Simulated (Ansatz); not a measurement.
Q: Name a neutral molecule of C, Si and H with HOMO energy (B3LYP/def2-TZVPP) between -7.90 and -7.60 eV and zero-point energy (PBE0-D4/def2-TZVP) between 323 and 339 kJ/mol (Ansatz, PBE0-D4/def2-TZVP geometry).

A: `[SiH3]C1CCC1` (-7.84 eV, 330.1 kJ/mol). Other molecules can fit too; these were computed, each in one conformer that needn't be the lowest.

B3LYP here is the variant with VWN-RPA as its local correlation; programs differ in this.
